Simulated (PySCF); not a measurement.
Compound: C3H6BrFSi.
Numbering: `[CH3:1]/[C:2]([F:3])=[CH:4]/[SiH2:5][Br:6]` (hydrogens: H7, H8, H9 on C1; H10 on C4; H11, H12 on Si5)

Method: PySCF, PBE0-D3(BJ)/def2-SVP geometry optimisation, gas phase; density fitting, grid level 1; the optimiser is geomeTRIC in internal coordinates, started from a GFN2-xTB structure with every atom displaced at random (about 0.01 Å).

Step 2: E = -83817.5852 eV
```
atom  x, y, z in Å  |  force x, y, z in eV/Å
C1     -2.1384   -0.1069   -0.1190    0.004   0.001   0.146
C2     -0.6754   -0.0584   -0.3626   -0.042  -0.066  -0.037
F3     -0.3986   -0.1442   -1.6740    0.130   0.008  -0.040
C4      0.3308    0.0344    0.5123   -0.066   0.058  -0.025
Si5     2.1175    0.0878    0.0009   -0.029  -0.038  -0.078
Br6     3.3402    0.4930    1.8245   -0.029  -0.010   0.015
H7     -2.3614    0.0605    0.9415   -0.027  -0.003  -0.001
H8     -2.6502    0.6581   -0.7234    0.021   0.006   0.003
H9     -2.5450   -1.0875   -0.4169    0.029   0.025  -0.029
H10     0.0640    0.0943    1.5696    0.008   0.009   0.036
H11     2.3915    1.1759   -0.9792    0.002   0.002   0.009
H12     2.5872   -1.2104   -0.5616    0.000   0.008   0.001
```

Step 3: E = -83817.5870 eV
```
atom  x, y, z in Å  |  force x, y, z in eV/Å
C1     -2.1357   -0.1087   -0.1132    0.024   0.062  -0.062
C2     -0.6741   -0.0560   -0.3634    0.114  -0.045   0.071
F3     -0.3719   -0.1473   -1.6711   -0.080   0.009   0.017
C4      0.3281    0.0450    0.5145   -0.065   0.023  -0.007
Si5     2.1109    0.0865   -0.0085   -0.022  -0.011  -0.025
Br6     3.3203    0.4849    1.8240    0.024  -0.002   0.028
H7     -2.3642    0.0528    0.9476    0.031  -0.008  -0.023
H8     -2.6485    0.6574   -0.7164   -0.001  -0.003   0.018
H9     -2.5351   -1.0867   -0.4208   -0.031  -0.043  -0.030
H10     0.0633    0.1065    1.5728    0.018   0.016   0.012
H11     2.3918    1.1764   -0.9849   -0.001  -0.009   0.006
H12     2.5775   -1.2140   -0.5684   -0.010   0.011  -0.007
```

Question: Estimate the geometry and energy of step 4. (The exact step hangs on the optimiser's Hessian estimate; all steps are aligned on step 3, rigid shifts and turns removed.)

Answer: E = -83817.5883 eV, largest force 0.078 eV/Å
```
atom  x, y, z in Å  |  force x, y, z in eV/Å
C1     -2.1315   -0.1119   -0.1202    0.001   0.033  -0.007
C2     -0.6674   -0.0552   -0.3488   -0.062  -0.010   0.046
F3     -0.3611   -0.1430   -1.6557    0.027  -0.014   0.007
C4      0.3263    0.0527    0.5364    0.006   0.008  -0.053
Si5     2.1015    0.0857   -0.0101    0.026   0.010   0.025
Br6     3.3348    0.4824    1.8087    0.017  -0.002   0.014
H7     -2.3733    0.0408    0.9383    0.008  -0.011  -0.001
H8     -2.6369    0.6584   -0.7237    0.000   0.006   0.011
H9     -2.5255   -1.0882   -0.4428   -0.015  -0.017  -0.014
H10     0.0667    0.1206    1.5960   -0.003  -0.002  -0.025
H11     2.3743    1.1718   -0.9925    0.003  -0.002   0.006
H12     2.5546   -1.2173   -0.5735   -0.008   0.002  -0.008
```

The energy changes by -0.0014 eV. The first-order estimate −F·Δx gives -0.0030 eV and the mean of the old and new forces, exact on a quadratic surface, -0.0009 eV. The step makes an angle of 79° with the force vector and moves no atom by more than 0.027 Å.

The cost below is that of the whole optimisation. The run took 82 s on Arm Neoverse V1, one thread (shared host), and the process peaked at 0.53 GiB of memory.
